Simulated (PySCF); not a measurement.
**C₆ coefficients of unlike pairs at PBE**

Calculated with PySCF 2.14 from the dipole response of each species, C₆(A,B) = (3/π) ∫ α_A(iu) α_B(iu) du, in atomic units, from isotropic polarisabilities. For ions this is the dispersion term alone; charge-induced terms of lower order in 1/R come first.

| species | configuration | basis | relativity | α (bohr³) | C₆ (like pair) |
| --- | --- | --- | --- | --- | --- |
| V³⁺ | [Ar] 3d2 (3F) | aug-cc-pVTZ (8s7p5d3f2g) | none | 2.275 | 5.776 |
| Ca⁺ | [Ar] 4s1 (2S) | x2c-QZVPPall with one added diffuse shell each of s, p, d, f type (12s8p5d4f) | spin-free X2C | 78.94 | 572.0 |
| Re⁺ | [Xe] 4f14 5d5 6s1 (7S) | x2c-TZVPPall with one added diffuse shell each of s, p, d, f type (12s8p8d4f1g) | spin-free X2C | 30.31 | 257.4 |
| Ru | [Kr] 4d7 5s1 (5F) | aug-cc-pVTZ-PP with one added diffuse shell each of s, p, d, f, g type with ECP28MDF (7s7p6d4f3g) | core potential | 58.88 | 558.2 |

Task: Estimate C₆ for Re⁺ with V³⁺.

Result: The integral gives 33.29. The combination rule 2 C_A C_B / (C_A α_B/α_A + C_B α_A/α_B) gives 30.89 and the geometric mean 38.56.

No spin-orbit coupling is included.

The other pairs:

```json
{"pair": "Ru, V³⁺", "C₆": "43.20"}
{"pair": "Ca⁺, V³⁺", "C₆": "34.68"}
{"pair": "Ru, Ca⁺", "C₆": "542.9"}
{"pair": "Re⁺, Ca⁺", "C₆": "338.0"}
{"pair": "Ru, Re⁺", "C₆": "370.1"}
```
